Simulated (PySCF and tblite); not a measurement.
The numbers below are computed, except where a source is named.
Stationary points of C5H3BF3S (charge +1) at GFN2-xTB, in Å:

Structure A

```
 1 F     3.147    0.143   -1.381
 2 B     2.485    0.641   -0.384
 3 F     3.112    1.384    0.472
 4 C     0.914    0.336   -0.209
 5 C     0.477   -0.755    0.513
 6 C    -0.863   -1.089    0.713
 7 C    -1.914   -0.346    0.198
 8 C    -1.694    0.785   -0.555
 9 F    -2.703    1.473   -1.033
10 S    -0.161    1.435   -0.963
11 H     1.231   -1.394    0.954
12 H    -1.091   -1.969    1.298
13 H    -2.939   -0.643    0.378
```

Structure B

```
 1 F     3.357   -0.206    0.033
 2 B     2.471    0.662   -0.346
 3 F     2.871    1.785   -0.862
 4 C     0.915    0.353   -0.178
 5 C     0.479   -0.837    0.370
 6 C    -0.860   -1.183    0.552
 7 C    -1.908   -0.350    0.192
 8 C    -1.687    0.887   -0.376
 9 F    -2.700    1.652   -0.706
10 S    -0.158    1.578   -0.717
11 H     1.240   -1.543    0.678
12 H    -1.091   -2.143    0.993
13 H    -2.935   -0.656    0.350
```

The path came from a restrained scan, a climbing-image band and a saddle search at GFN2-xTB; energies are PBE0/pcSseg-1 + D3(BJ), IEF-PCM chloroform//GFN2-xTB, thermal terms GFN2-xTB.

Question: Which structure is a saddle point, and along which motion?

Answer: A: one imaginary mode (45i cm⁻¹ at GFN2-xTB, mostly on F3, F1), along the rotation about the B2–C4 bond (torsion F1–B2–C4–C5 from 0° to 180°, rising).

Question: Give their symmetry and energies above the lowest.

Answer: A Cs, 5.4 kcal/mol; B Cs, 0.0 kcal/mol.

The ion is treated without a counter-ion.
